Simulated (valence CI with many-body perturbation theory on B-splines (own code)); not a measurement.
**Ta40+: electric-dipole lines**

Level of theory: configuration interaction combined with many-body perturbation theory (CI+MBPT): five valence electrons over a frozen Dirac-Fock core [Ar] 3d10, radial functions for each j: 9 s, 9 p, 8 d, 6 f, 3 g, 1 h, with the one-electron correlation potential Σ1, the two-electron term Σ2, the three-electron term Σ3, Breit, model QED; selected CI, second order for the rest (own B-spline code, finite nucleus).

No measured spectrum was set against this ion. As an estimate, large intervals hold to a few tenths of a per cent, small ones and those within an open d or f shell to about a per cent. Among the levels kept, up to 270 cm⁻¹ of a level comes from second order outside the variational space, and about a tenth of that is noise between levels of different J, which matters for small intervals.

Lines 1 to 50 of 201 in falling wavelength, among levels below 362.10 eV, chosen from the strongest by gf and those to the six lowest levels. Wavelengths and rates use the calculated energies. Electric multipoles are in the length gauge, E1 and E2 with the static RPA response of the core. Weak lines are less certain than strong ones. Lines between different terms over intervals too small for the method are left out, as are lines whose strength nearly cancels. The highest levels of a list are the least certain.

Levels are named by their leading jj configuration (3d3/2^4 stands for four electrons in 3d with j = 3/2), which in mixed levels can hold well under half, so a name can repeat and another be missing. Letters in brackets count levels of one name in rising energy.

```
λ vac (nm)                               Upper                               Lower   A (s⁻¹)  log gf  Branch %
     158.3                (4s^2 4p3/2^3) J=3/2          (4s^2 4p1/2^2 4d5/2) J=5/2  1.41e+04   -4.67       0.1
     44.62                (4s^2 4p3/2^3) J=3/2          (4s^2 4p1/2^2 4d3/2) J=3/2  1.77e+05   -4.67       1.6
     22.28          (4s^2 4p1/2^2 4d3/2) J=3/2          (4s^2 4p1/2 4p3/2^2) J=1/2  8.06e+05   -4.62       0.0
     19.88          (4s^2 4p1/2^2 4d3/2) J=3/2          (4s^2 4p1/2 4p3/2^2) J=5/2  1.65e+08   -2.41       1.6
     18.76  (4s 4p1/2^2 4p3/2 4d3/2) J=5/2 [b]  (4s^2 4p1/2 4p3/2 4d5/2) J=7/2 [b]  4.03e+08   -1.89       1.3
     18.31          (4s^2 4p1/2^2 4d3/2) J=3/2          (4s^2 4p1/2 4p3/2^2) J=3/2  1.59e+07   -3.50       0.2
     17.33      (4s 4p1/2^2 4p3/2 4d3/2) J=7/2      (4s^2 4p1/2 4p3/2 4d5/2) J=9/2  2.25e+08   -2.09       1.4
     17.13      (4s 4p1/2^2 4p3/2 4d5/2) J=5/2            (4s 4p1/2 4p3/2^3) J=5/2  6.78e+08   -1.75       0.3
     17.10  (4s 4p1/2^2 4p3/2 4d3/2) J=5/2 [a]  (4s^2 4p1/2 4p3/2 4d3/2) J=3/2 [b]  1.97e+09   -1.29       6.0
     17.06  (4s 4p1/2^2 4p3/2 4d3/2) J=3/2 [a]  (4s^2 4p1/2 4p3/2 4d3/2) J=1/2 [b]  8.66e+08   -1.82       1.6
     17.05  (4s 4p1/2^2 4p3/2 4d3/2) J=1/2 [a]  (4s^2 4p1/2 4p3/2 4d3/2) J=1/2 [b]  1.09e+09   -2.02       3.7
     17.03  (4s^2 4p1/2 4p3/2 4d5/2) J=3/2 [a]                (4s^2 4p3/2^3) J=3/2  5.20e+08   -2.04       2.8
     16.85      (4s 4p1/2^2 4p3/2 4d3/2) J=7/2  (4s^2 4p1/2 4p3/2 4d5/2) J=5/2 [a]  2.54e+08   -2.06       1.6
     16.15      (4s 4p1/2^2 4p3/2 4d3/2) J=7/2  (4s^2 4p1/2 4p3/2 4d3/2) J=5/2 [b]  4.37e+09   -0.86      27.6
     16.11  (4s^2 4p1/2 4p3/2 4d5/2) J=5/2 [a]                (4s^2 4p3/2^3) J=3/2  1.24e+09   -1.54       1.1
     16.09      (4s 4p1/2^2 4p3/2 4d5/2) J=5/2  (4s^2 4p1/2 4p3/2 4d5/2) J=3/2 [c]  1.07e+09   -1.60       0.5
     15.87          (4s^2 4p1/2^2 4f7/2) J=7/2  (4s^2 4p1/2 4p3/2 4d5/2) J=5/2 [b]  1.43e+09   -1.36       1.0
     15.82          (4s^2 4p1/2^2 4f7/2) J=7/2  (4s^2 4p1/2 4p3/2 4d5/2) J=7/2 [b]  1.51e+09   -1.35       1.0
     15.06          (4s^2 4p1/2^2 4d5/2) J=5/2          (4s^2 4p1/2 4p3/2^2) J=5/2  2.53e+09   -1.29       7.1
     15.05      (4s 4p1/2^2 4p3/2 4d5/2) J=5/2  (4s^2 4p1/2 4p3/2 4d5/2) J=3/2 [b]  5.82e+08   -1.93       0.2
     14.94  (4s 4p1/2^2 4p3/2 4d3/2) J=5/2 [b]  (4s^2 4p1/2 4p3/2 4d3/2) J=3/2 [b]  1.02e+09   -1.69       3.3
     14.80      (4s 4p1/2^2 4p3/2 4d5/2) J=3/2      (4s^2 4p1/2 4p3/2 4d5/2) J=1/2  1.04e+09   -1.86       0.7
     14.73  (4s 4p1/2^2 4p3/2 4d3/2) J=5/2 [b]  (4s^2 4p1/2 4p3/2 4d3/2) J=5/2 [b]  1.82e+09   -1.45       5.8
     14.70  (4s 4p1/2^2 4p3/2 4d3/2) J=3/2 [b]  (4s^2 4p1/2 4p3/2 4d3/2) J=1/2 [b]  1.62e+09   -1.68       0.7
     14.57  (4s 4p1/2^2 4p3/2 4d3/2) J=3/2 [b]  (4s^2 4p1/2 4p3/2 4d3/2) J=3/2 [b]  4.67e+09   -1.23       2.1
     14.51      (4s 4p1/2^2 4p3/2 4d5/2) J=3/2  (4s^2 4p1/2 4p3/2 4d5/2) J=3/2 [b]  1.27e+09   -1.79       0.8
     14.37  (4s 4p1/2^2 4p3/2 4d3/2) J=3/2 [b]  (4s^2 4p1/2 4p3/2 4d3/2) J=5/2 [b]  1.39e+09   -1.76       0.6
     14.31      (4s 4p1/2^2 4p3/2 4d5/2) J=9/2      (4s^2 4p1/2 4p3/2 4d5/2) J=9/2  6.52e+09   -0.70      32.5
     14.14          (4s^2 4p1/2^2 4d5/2) J=5/2          (4s^2 4p1/2 4p3/2^2) J=3/2  3.71e+09   -1.18      10.4
     14.13  (4s 4p1/2^2 4p3/2 4d3/2) J=5/2 [a]      (4s^2 4p1/2 4p3/2 4d3/2) J=7/2  2.72e+09   -1.31       8.2
     13.78      (4s 4p1/2^2 4p3/2 4d5/2) J=7/2  (4s^2 4p1/2 4p3/2 4d5/2) J=5/2 [b]  3.35e+09   -1.12       1.9
     13.74      (4s 4p1/2^2 4p3/2 4d5/2) J=7/2  (4s^2 4p1/2 4p3/2 4d5/2) J=7/2 [b]  1.84e+09   -1.38       1.0
     13.65      (4s 4p1/2^2 4p3/2 4d3/2) J=7/2      (4s^2 4p1/2 4p3/2 4d3/2) J=7/2  7.87e+09   -0.76      49.6
     13.47  (4s^2 4p1/2 4p3/2 4d5/2) J=5/2 [b]                (4s^2 4p3/2^3) J=3/2  7.79e+08   -1.90       0.1
     13.40      (4s 4p1/2^2 4p3/2 4d5/2) J=9/2  (4s^2 4p1/2 4p3/2 4d5/2) J=7/2 [a]  1.35e+10   -0.44      67.4
     13.35  (4s 4p1/2^2 4p3/2 4d3/2) J=1/2 [b]  (4s^2 4p1/2 4p3/2 4d3/2) J=1/2 [b]  8.61e+09   -1.34       1.9
     13.34  (4s 4p1/2^2 4p3/2 4d3/2) J=5/2 [a]  (4s^2 4p1/2 4p3/2 4d3/2) J=3/2 [a]  2.97e+09   -1.32       9.0
     13.31  (4s 4p1/2^2 4p3/2 4d3/2) J=5/2 [a]  (4s^2 4p1/2 4p3/2 4d3/2) J=5/2 [a]  8.68e+09   -0.86      26.3
     13.29      (4s^2 4p1/2 4p3/2 4d5/2) J=1/2                (4s^2 4p3/2^3) J=3/2  2.88e+09   -1.82       0.7
     13.26  (4s 4p1/2^2 4p3/2 4d3/2) J=3/2 [a]  (4s^2 4p1/2 4p3/2 4d3/2) J=1/2 [a]  2.31e+09   -1.61       4.2
     13.25  (4s 4p1/2^2 4p3/2 4d3/2) J=1/2 [a]  (4s^2 4p1/2 4p3/2 4d3/2) J=1/2 [a]  1.14e+10   -1.22      38.9
     13.24  (4s 4p1/2^2 4p3/2 4d3/2) J=1/2 [b]  (4s^2 4p1/2 4p3/2 4d3/2) J=3/2 [b]  3.57e+09   -1.73       0.8
     13.21  (4s 4p1/2^2 4p3/2 4d3/2) J=3/2 [a]  (4s^2 4p1/2 4p3/2 4d3/2) J=3/2 [a]  7.96e+09   -1.08      14.3
     13.20  (4s 4p1/2^2 4p3/2 4d3/2) J=1/2 [a]  (4s^2 4p1/2 4p3/2 4d3/2) J=3/2 [a]  4.69e+09   -1.61      16.0
     13.19  (4s 4p1/2^2 4p3/2 4d3/2) J=3/2 [a]  (4s^2 4p1/2 4p3/2 4d3/2) J=5/2 [a]  6.62e+09   -1.16      11.9
     12.99          (4s 4p1/2^2 4p3/2^2) J=5/2          (4s^2 4p1/2 4p3/2^2) J=5/2  5.28e+09   -1.10       1.8
     12.89      (4s 4p1/2^2 4p3/2 4d3/2) J=7/2  (4s^2 4p1/2 4p3/2 4d3/2) J=5/2 [a]  2.01e+09   -1.40      12.7
     12.86          (4s^2 4p1/2^2 4f7/2) J=7/2  (4s^2 4p1/2 4p3/2 4d3/2) J=5/2 [b]  9.47e+08   -1.73       0.7
     12.78  (4s^2 4p1/2 4p3/2 4d5/2) J=3/2 [c]                (4s^2 4p3/2^3) J=3/2  8.88e+08   -2.06       0.2
     12.77      (4s 4p1/2^2 4p3/2 4d5/2) J=5/2  (4s^2 4p1/2 4p3/2 4d5/2) J=5/2 [a]  8.20e+09   -0.92       3.5
```
